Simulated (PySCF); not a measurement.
Precursor series Zn H-SH. All species are isolated molecules in the gas phase. One relaxed conformer stands for each flexible species; it need not be the lowest.

Level of theory: B3LYP-D3(BJ)/def2-TZVP // PBE-D3(BJ)/def2-SVP in PySCF. B3LYP has the VWN-RPA correlation part, as in Gaussian. 

```json
[
 {"species": "0 of 2 H replaced by SH", "HOMO (eV)": "-7.84", "coordination number": "2", "charge on the central atom (meta-Löwdin) (e)": "0.87", "mean distance from the central atom to its bonded neighbours (Å)": "___", "HOMO–LUMO gap (eV)": "___"},
 {"species": "1 of 2 H replaced by SH ([Zn(H)(SH)])", "HOMO (eV)": "-7.03", "coordination number": "___", "charge on the central atom (meta-Löwdin) (e)": "0.96", "mean distance from the central atom to its bonded neighbours (Å)": "1.864", "HOMO–LUMO gap (eV)": "6.00"},
 {"species": "2 of 2 H replaced by SH ([Zn(SH)2])", "HOMO (eV)": "-7.25", "coordination number": "2", "charge on the central atom (meta-Löwdin) (e)": "1.08", "mean distance from the central atom to its bonded neighbours (Å)": "2.181", "HOMO–LUMO gap (eV)": "5.89"}
]
```

Some entries are withheld; supply them.


- 0 of 2 H replaced by SH, mean distance from the central atom to its bonded neighbours (Å): 1.551
- 0 of 2 H replaced by SH, HOMO–LUMO gap (eV): 6.88
- 1 of 2 H replaced by SH ([Zn(H)(SH)]), coordination number: 2
